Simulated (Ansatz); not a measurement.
ClFH4MgSi2: where a starting geometry ends

The starting geometry of this gas-phase singlet was optimised with GFN2-xTB; its bonds are those of `F[SiH2][SiH2][Mg][Cl]`.

```json
{"atom": "Cl", "x (Å)": "1.3190", "y (Å)": "-2.4627", "z (Å)": "0.8074"}
{"atom": "F", "x (Å)": "1.2875", "y (Å)": "0.8103", "z (Å)": "2.7585"}
{"atom": "Mg", "x (Å)": "0.0999", "y (Å)": "-0.6660", "z (Å)": "0.9291"}
{"atom": "Si", "x (Å)": "1.6296", "y (Å)": "2.2259", "z (Å)": "1.9469"}
{"atom": "Si", "x (Å)": "0.4831", "y (Å)": "1.6257", "z (Å)": "0.0240"}
{"atom": "H", "x (Å)": "1.0870", "y (Å)": "3.1953", "z (Å)": "2.8974"}
{"atom": "H", "x (Å)": "3.0864", "y (Å)": "2.2501", "z (Å)": "2.0446"}
{"atom": "H", "x (Å)": "1.3834", "y (Å)": "1.7110", "z (Å)": "-1.1583"}
{"atom": "H", "x (Å)": "-0.5465", "y (Å)": "2.6481", "z (Å)": "-0.2839"}
```

Question: Where would you expect an optimisation with B3LYP/6-31G* to take it?

Answer: A new bond forms, giving a structure with F2 bridging Mg3 and Si4, given below by its coordinates. Contacts that close: F2–Mg3 (2.63 → 2.03 Å).

The energy falls by 0.67 eV over 13 steps:

| step | E − E(last) (eV) |
| --- | --- |
| 1 | 0.673 |
| 2 | 0.381 |
| 4 | 0.173 |
| 5 | 0.072 |
| 6 | 0.031 |
| 8 | 0.004 |
| 9 | 0.001 |
| 10 | 0.000 |
| 12 | 0.000 |
| 13 | 0.000 |

Final geometry (Å):

| atom | x (Å) | y (Å) | z (Å) |
| --- | --- | --- | --- |
| Cl | 0.5970 | -2.7825 | 1.3036 |
| F | 1.6084 | 0.5534 | 2.4383 |
| Mg | 0.7655 | -0.5912 | 0.9842 |
| Si | 1.5996 | 2.2127 | 1.8992 |
| Si | 0.5751 | 1.7426 | -0.1530 |
| H | 0.8601 | 2.8919 | 2.9954 |
| H | 3.0394 | 2.5736 | 1.9799 |
| H | 1.4759 | 2.2112 | -1.2460 |
| H | -0.6917 | 2.5261 | -0.2361 |

Frequencies at the end are all real (lowest 61 cm⁻¹). Run with Ansatz 0.2.0, 47 s on 2 threads of Intel(R) Xeon(R) Processor @ 2.70GHz, on a shared host.
